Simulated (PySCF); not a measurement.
2,3-dihydrothiophene 1,1-dioxide, C₄H₆O₂S.
SMILES: `O=S1(=O)C=CCC1`

Computed with PySCF at CAM-B3LYP/def2-SVPD, non-relativistic, on one gas-phase PBE0-D3(BJ)/def2-SVP geometry that isn't relaxed in the solvent. The solvent is an IEF-PCM continuum (Bondi radii, 1.10 Å for H, scaled by 1.2), and excitations are vertical TDDFT with non-equilibrium linear response and a frozen core. The model holds no explicit solvent molecules, cavitation or dispersion.

Gas-phase singlets (H = HOMO, L = LUMO):

```json
{"state": "S1", "E (eV)": "6.298", "λ (nm)": "197", "f": "0.003", "leading configuration": "H-1→L 86%"}
{"state": "S2", "E (eV)": "6.685", "λ (nm)": "185", "f": "0.163", "leading configuration": "H→L 85%"}
{"state": "S3", "E (eV)": "7.389", "λ (nm)": "168", "f": "0.025", "leading configuration": "H-2→L 95%"}
{"state": "S4", "E (eV)": "7.608", "λ (nm)": "163", "f": "0.001", "leading configuration": "H→L+1 42%"}
{"state": "S5", "E (eV)": "7.639", "λ (nm)": "162", "f": "0.006", "leading configuration": "H→L+1 44%"}
```

Task: What are the lowest 5 singlets in benzene (ε = 2.271)?

Result: 
```csv
state,E (eV),λ (nm),f,leading configuration,change by rank (eV)
S1,6.465,192,0.018,H-1→L 79%,+0.167
S2,6.726,184,0.262,H→L 78%,+0.041
S3,7.652,162,0.019,H-2→L 92%,+0.263
S4,7.740,160,0.008,H→L+1 75%,+0.132
S5,7.770,160,0.007,H-3→L 27%,+0.131
```

Task: How does the list change in dimethylsulfoxide (ε = 46.83)?

Result: 
```tsv
state	E (eV)	λ (nm)	f	leading configuration	change by rank (eV)
S1	6.636	187	0.061	H-1→L 61%	+0.338
S2	6.827	182	0.233	H→L 60%	+0.142
S3	7.683	161	0.013	H→L+1 55%	+0.294
S4	7.808	159	0.028	H-1→L+1 41%	+0.200
S5	7.912	157	0.020	H→L+2 65%	+0.273
```

Task: The ground-state energy changes by -0.540 eV from gas to dimethylsulfoxide. By how much does the total energy of gas-phase S2 change?

Result: E(S2) = E(S0) + excitation energy, so it changes by -0.540 + 0.142 = -0.398 eV: it is lowered less than the ground state, which is what a blue shift means. This is the vertical state, with the slow part of the continuum still set for S0.

Task: How do the frontier levels move from gas to dimethylsulfoxide?

Result: 
```csv
orbital,gas (eV),solvent (eV),change (eV)
LUMO+2,1.44,1.57,+0.13
LUMO+1,0.95,1.14,+0.19
LUMO,0.07,0.42,+0.35
HOMO,-9.54,-9.41,+0.13
HOMO-1,-9.80,-9.87,-0.07
HOMO-2,-10.46,-10.74,-0.28
HOMO-3,-10.91,-11.18,-0.27
```

The HOMO–LUMO gap goes from 9.61 to 9.83 eV. Rows go by rank; for LUMO+1 and LUMO+2 the atom shares or the degeneracy differ between the runs, so the row needn't follow one orbital.

Time: 37 s. Hardware: one thread, x86-64 server, no GPU, on a shared host. This is the whole response run at CAM-B3LYP/def2-SVPD in dimethylsulfoxide, SCF included.
